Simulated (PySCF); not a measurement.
**Bonds of P to H, F, Br, O, N**

PBE0 in PySCF with def2-TZVPPD on every atom, for the lowest determinant that a PBE0 search found; no spin–orbit coupling. D0 is De less the harmonic zero-point energy.

```tsv
X	state of PX	D0(PX) (eV)	D0(X₂) (eV)
H	triplet (π ↑↑)	3.07	4.26
F	triplet (π ↑↑)	4.67	1.44
Br	triplet (π ↑↑)	3.04	2.25
O	doublet (π ↑)	5.94	5.28
N	singlet (closed shell)	5.91	9.62
```

Q: Give the energy of P + X₂ → PX + X at 0 K for each X.

A: H: 4.26 − 3.07 = +1.19 eV; F: 1.44 − 4.67 = -3.23 eV; Br: 2.25 − 3.04 = -0.79 eV; O: 5.28 − 5.94 = -0.66 eV; N: 9.62 − 5.91 = +3.71 eV (PBE0/def2-TZVPPD; negative means exothermic).

Q: Does an atom of Br displace F from PF?

A: PF + Br → PBr + F has ΔE = 4.67 − 3.04 = +1.63 eV at PBE0/def2-TZVPPD, so it is uphill.

Gas-phase diatomics only hint at surface chemistry, where an atom holds several bonds.

Spin–orbit coupling is left out. States were picked by a PBE0 search and need not be the measured ground states.
